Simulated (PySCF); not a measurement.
Species: hexafluorophosphate, PF₆ (charge -1).
Atom-mapped SMILES: `[F:1][P-:2]([F:3])([F:4])([F:5])([F:6])[F:7]`

The same species was optimised twice, with GFN2-xTB and with PBE0-D3(BJ)/def2-SVP (PySCF), and the same property calculations (PySCF, gas phase) were run on both structures.

| coordinate | GFN2-xTB | PBE0-D3(BJ)/def2-SVP | change |
| --- | --- | --- | --- |
| P2–F6 (Å) | 1.629 | 1.631 | +0.002 |
| P2–F3 (Å) | 1.629 | 1.631 | +0.002 |
| P2–F5 (Å) | 1.629 | 1.631 | +0.002 |
| P2–F4 (Å) | 1.629 | 1.631 | +0.002 |
| F1–P2 (Å) | 1.629 | 1.631 | +0.002 |
| P2–F7 (Å) | 1.629 | 1.631 | +0.002 |
| F1–P2–F7 (°) | 180.0 | 179.9 | -0.1 |
| F1–P2–F6 (°) | 90.0 | 89.9 | -0.1 |
| F1–P2–F4 (°) | 90.0 | 90.0 | 0.0 |
| F3–P2–F7 (°) | 90.0 | 90.1 | +0.1 |
| F5–P2–F6 (°) | 180.0 | 180.0 | 0.0 |
| F6–P2–F7 (°) | 90.0 | 90.0 | 0.0 |
| F3–P2–F4 (°) | 180.0 | 180.0 | 0.0 |
| F4–P2–F6 (°) | 90.0 | 90.0 | 0.0 |

Rotational constants: A = 2507, B = 2507, C = 2506 MHz (GFN2-xTB) against A = 2501, B = 2501, C = 2499 MHz (PBE0-D3(BJ)/def2-SVP). Point groups within 0.08 Å: Oh and Oh. Atoms that the bonding makes alike are paired by their places after alignment.

On the GFN2-xTB structure: HOMO (eV) -5.31 [PBE0/pcSseg-1]; LUMO (eV) 7.57 [PBE0/pcSseg-1]; GIAO shielding of F1 (×6) (mean) (ppm) 257.1 [PBE0/pcSseg-1]; GIAO shielding of P2 (ppm) 441.8 [PBE0/pcSseg-1].

What do these properties become on the PBE0-D3(BJ)/def2-SVP structure?

| property | level | on GFN2-xTB | on PBE0-D3(BJ)/def2-SVP | change |
| --- | --- | --- | --- | --- |
| HOMO (eV) | PBE0/pcSseg-1 | -5.31 | -5.32 | -0.01 |
| LUMO (eV) | PBE0/pcSseg-1 | 7.57 | 7.50 | -0.07 |
| energy, GFN2-xTB geometry as zero (kcal/mol) | PBE0/pcSseg-1 | 0.0 | -0.1 | -0.1 |
| GIAO shielding of F1 (×6) (mean) (ppm) | PBE0/pcSseg-1 | 257.1 | 256.0 | -1.1 |
| GIAO shielding of P2 (ppm) | PBE0/pcSseg-1 | 441.8 | 440.7 | -1.1 |

The heavy atoms differ by 0.002 Å rms after alignment (one structure mirrored). Among bonds between heavy atoms F1–P2, P2–F3, P2–F4, P2–F5, P2–F6 and P2–F7 change most and about equally (+0.002 Å). Changes are differences of the printed values. Neither structure is proved a minimum here. Isolated species at its PBE0-D3(BJ)/def2-SVP geometry, gas phase. The geometry's basis has no diffuse functions, a weakness for an anion.
